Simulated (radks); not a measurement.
Ni3.5+, 24.5 electrons, occupied as [Ar] 3d(up 3.5, down 3) (fractional occupations, a model configuration). Calculated with a radial shooting solver on a logarithmic mesh with Libxc functionals: scalar-relativistic Kohn-Sham, PBE, spin-polarised, spherical densities, finite nucleus; Fermi nuclear charge, rms radius 3.7757 fm.

Normalised radial functions P(r) = r R(r), r in bohr:

| r | 2p down | 3d up |
|---|---|---|
| 0.005221 | 0.0182 | 0.0000 |
| 0.006637 | 0.0284 | 0.0001 |
| 0.00837 | 0.0435 | 0.0001 |
| 0.01064 | 0.0674 | 0.0003 |
| 0.01353 | 0.1036 | 0.0005 |
| 0.0172 | 0.1578 | 0.0011 |
| 0.02169 | 0.2343 | 0.0021 |
| 0.02757 | 0.3472 | 0.0040 |
| 0.03505 | 0.5042 | 0.0077 |
| 0.04455 | 0.7137 | 0.0145 |
| 0.05618 | 0.9687 | 0.0262 |
| 0.07142 | 1.2777 | 0.0474 |
| 0.0908 | 1.6040 | 0.0831 |
| 0.1154 | 1.8944 | 0.1407 |
| 0.1456 | 2.0712 | 0.2248 |
| 0.1851 | 2.0732 | 0.3474 |
| 0.2352 | 1.8517 | 0.5063 |
| 0.2991 | 1.4380 | 0.6895 |
| 0.3771 | 0.9573 | 0.8639 |
| 0.4794 | 0.5125 | 1.0034 |
| 0.6095 | 0.2127 | 1.0586 |
| 0.7748 | 0.0645 | 1.0066 |
| 0.9771 | 0.0141 | 0.8649 |
| 1.242 | 0.0018 | 0.6588 |
| 1.579 | 0.0001 | 0.4382 |
| 2.007 | 0.0000 | 0.2466 |
| 2.532 | 0.0000 | 0.1149 |
| 3.218 | 0.0000 | 0.0391 |

2p down: eigenvalue -896.80 eV, 0 radial nodes, <r> = 0.215 bohr, 90 % of the charge inside 0.352 bohr. 3d up: eigenvalue -57.748 eV, 0 radial nodes, <r> = 0.865 bohr, 90 % of the charge inside 1.45 bohr.
